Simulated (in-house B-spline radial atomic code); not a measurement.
Radial electron density of Ta IV (Ta3+), [Xe] 4f14 5d2. Computed with a B-spline radial code for spherical atoms: scalar-relativistic (X2C) B97-1, spin-polarised, spherical fractional occupations, exact exchange averaged over the configuration, Fermi nucleus of rms radius 5.3507 fm.

One-electron X2C: radii and densities carry no picture-change correction, so inner-shell <1/r> comes out high (for 1s by about 2 % at Z = 33, 5 % at 54, 10 % at 75, 30 % at 118) and <r> low.

Columns: r (bohr), 4πr²n(r) (electrons per bohr), bar.

```
 0.00042    3.537 #
0.000521    4.789 ##
0.000645    6.441 ##
0.000799    8.633 ###
0.000989     11.5 ####
 0.00123    15.33 #####
 0.00152    20.11 #######
 0.00188    26.16 #########
 0.00233    33.72 ###########
 0.00288    42.72 ##############
 0.00357    53.32 ##################
 0.00442    64.99 #####################
 0.00548    77.15 #########################
 0.00678     88.4 #############################
  0.0084    97.33 ################################
  0.0104    102.2 ##################################
  0.0129    101.9 #################################
   0.016     96.9 ################################
  0.0198    90.38 ##############################
  0.0245    87.45 #############################
  0.0303    93.16 ###############################
  0.0376    108.5 ####################################
  0.0465    126.1 #########################################
  0.0576    133.9 ############################################
  0.0714    124.5 #########################################
  0.0884    107.5 ###################################
    0.11    102.8 ##################################
   0.136    115.2 ######################################
   0.168      121 ########################################
   0.208    99.84 #################################
   0.258    69.14 #######################
   0.319    61.95 ####################
   0.395    71.92 ########################
    0.49    68.73 #######################
   0.607    48.11 ################
   0.751    28.79 #########
    0.93    19.02 ######
    1.15    13.79 #####
    1.43    8.623 ###
    1.77     4.27 #
    2.19    1.683 #
    2.71   0.5436 
    3.36   0.1424 
    4.16   0.0283 
    5.15 0.003388 
    6.38 0.0001978
```

On this grid the curve has 4 maxima, near 0.0104, 0.0576, 0.168, 0.395 bohr.

The 5d up radial function P(r) = rR(r), positive near the nucleus:

```json
{"r (bohr)": "0.00678", "P": "0.0008818"}
{"r (bohr)": "0.0104", "P": "0.002699"}
{"r (bohr)": "0.016", "P": "0.008054"}
{"r (bohr)": "0.0245", "P": "0.02241"}
{"r (bohr)": "0.0376", "P": "0.05699"}
{"r (bohr)": "0.0576", "P": "0.1239"}
{"r (bohr)": "0.0884", "P": "0.2103"}
{"r (bohr)": "0.136", "P": "0.2237"}
{"r (bohr)": "0.208", "P": "0.02691"}
{"r (bohr)": "0.319", "P": "-0.2933"}
{"r (bohr)": "0.49", "P": "-0.2896"}
{"r (bohr)": "0.751", "P": "0.2003"}
{"r (bohr)": "1.15", "P": "0.7093"}
{"r (bohr)": "1.77", "P": "0.7755"}
{"r (bohr)": "2.71", "P": "0.4388"}
{"r (bohr)": "4.16", "P": "0.1173"}
{"r (bohr)": "6.38", "P": "0.00994"}
```
